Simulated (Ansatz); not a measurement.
A barrier at the coupled-cluster level

Start structure (SiAsH7O, closed shell), relaxed at PBE0-D4/def2-TZVP:

| atom | x (Å) | y (Å) | z (Å) |
| --- | --- | --- | --- |
| Si1 | -0.6876 | 1.4053 | -0.7126 |
| O2 | -1.2511 | 1.0888 | 0.8041 |
| H3 | -1.4347 | 0.5058 | -1.6198 |
| H4 | -0.9174 | 2.8257 | -1.0952 |
| H5 | 0.7727 | 1.1319 | -0.8214 |
| H6 | 0.0302 | -1.5020 | 0.7820 |
| As7 | 1.0270 | -2.1747 | -0.1492 |
| H8 | -0.8897 | 1.5980 | 1.5302 |
| H9 | 2.2063 | -1.4876 | 0.5237 |
| H10 | 1.1442 | -3.3913 | 0.7582 |

The step: SiH₄O ([OH][SiH3]) + AsH₃ → SiAsH₅ ([SiH3][AsH2]) + H₂O; bonds formed: Si1–As7, O2–H6; bonds broken: Si1–O2, H6–As7. Computed with Ansatz 0.2.0 (basis: def2-TZVPP and def2-QZVPP); correlated methods freeze the cores. Filled d shells of the heavier atoms are correlated. The def2 sets are not built for correlating such inner shells, so the correlated values are less sure here. Extrapolation: Hartree–Fock as exp(−7.88 √X), correlation as X^−2.97. Energies below are by CCSD(T) at an estimated basis limit (MP2 extrapolated from triple and quadruple zeta, plus CCSD(T) − MP2 in triple zeta).

Question: What are the electronic barrier and the energy of the step, from the start structure to the end structure? (An estimate is asked for; the value comes from the calculation.)

Answer: By the calculation: Barrier 196.1 kJ/mol; step energy 48.7 kJ/mol (uphill); reverse barrier, their difference, 147.4 kJ/mol. Barrier and step energy count from the start structure, the reverse barrier from the end structure.

The saddle point: One imaginary mode of 483i cm⁻¹.
```csv
pair,start (Å),saddle (Å),end (Å)
Si1–As7,4.01,2.83,2.36
O2–H6,2.89,1.06,0.96
Si1–O2,1.65,1.82,3.16
H6–As7,1.52,2.10,3.96
```

Zero-point energy (harmonic, PBE0-D4): ZPE is 160.8 kJ/mol at the start and 161.8 kJ/mol at the saddle, so the barrier goes from 196.1 to 197.1 kJ/mol.

No T1 diagnostic of these runs exceeds 0.013.

Labels in which every atom is bracketed show which atoms are joined, not bond orders.

For scale, one of the runs: CCSD(T)/def2-TZVPP, 219 basis functions, launched by `ansatz run in.yaml --threads 4 --pin off --events-out ev --progress --plain --max-ram 9574MiB`. The run took 89 s on 4 CPU threads of an Arm Neoverse V2 (shared host), with 3.2 GiB of host memory at its peak.
